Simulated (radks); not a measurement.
All-electron atom: Gd+ in [Xe] 4f7 5d1 6s1.

Method: Dirac Kohn-Sham, PBE, spin-unpolarised, spherical densities, point nucleus; open shells are shared between the two j in proportion to 2j + 1; computed with a radial shooting solver on a logarithmic mesh with Libxc functionals.

Energy parts (hartree):
total: -11279.8504
kinetic: 12302.3244
electron-nucleus: -27696.8541
Hartree: 4364.3249
exchange-correlation: -249.6456

Orbitals (lengths in bohr, moments of r in powers of bohr; r(max) is where P^2 peaks; r(90%) holds 90 % of the orbital's charge):
orbital  occ.  eigenvalue (hartree)      <r^2>   r(max)  r(90%)   <1/r>
1s1/2       2             -1839.614  0.0006547  0.01391  0.0396   71.68
2s1/2       2             -303.7821    0.01021  0.07916   0.144   17.10
2p1/2       2             -288.4418   0.007417  0.05981   0.128   17.07
2p3/2       4             -262.8685   0.008652  0.06564   0.137   15.09
3s1/2       2             -67.52624    0.06814   0.2244   0.358   6.232
3p1/2       2             -60.88424    0.06348   0.2117   0.351   6.146
3p3/2       4             -55.63820    0.07055   0.2240   0.369   5.643
3d3/2       4             -44.18006    0.05633   0.1780   0.341   5.521
3d5/2       6             -43.03727    0.05831   0.1815   0.347   5.396
4s1/2       2             -13.78787     0.3450   0.5159   0.794   2.605
4p1/2       2             -11.20250     0.3630   0.5203   0.822   2.498
4p3/2       4             -10.03494     0.4016   0.5464   0.864   2.328
4d3/2       4              -5.77816     0.4605   0.5542   0.946   2.110
4d5/2       6              -5.56705     0.4757   0.5627   0.962   2.068
5s1/2       2              -2.05768      1.999    1.197    1.92   1.001
5p1/2       2              -1.34698      2.533    1.303    2.19  0.8832
5p3/2       4              -1.18697      2.866    1.380    2.33  0.8225
4f5/2       3              -0.56718     0.9660   0.5644    1.47   1.533
4f7/2       4              -0.53940     0.9980   0.5692    1.49   1.514
6s1/2       1              -0.34080      15.08    3.216    5.32  0.3442
5d3/2     0.4              -0.31562      7.592    1.897    3.99  0.5179
5d5/2     0.6              -0.30413      7.996    1.943    4.10  0.5040

The highest occupied level is 5d5/2 at -8.276 eV. The density falls to 0.001 e/bohr^3 at r = 4.59 bohr. For comparison, the ionisation energy in NIST's Atomic Spectra Database is 12.08 eV (semi-empirical). In exact Kohn-Sham theory the highest level is minus the ionisation energy, but local and semilocal functionals leave it too shallow, through self-interaction and a potential that decays too fast; potentials with the right tail come closer. Summed over all electrons, <r^2> = 59.25 bohr^2, which gives a Langevin (diamagnetic) susceptibility term of -46.9 x 10^-6 cm^3/mol.

Beside tabulated values, note that spin-unpolarised runs miss the spin-polarisation part of the exchange energy of open shells.
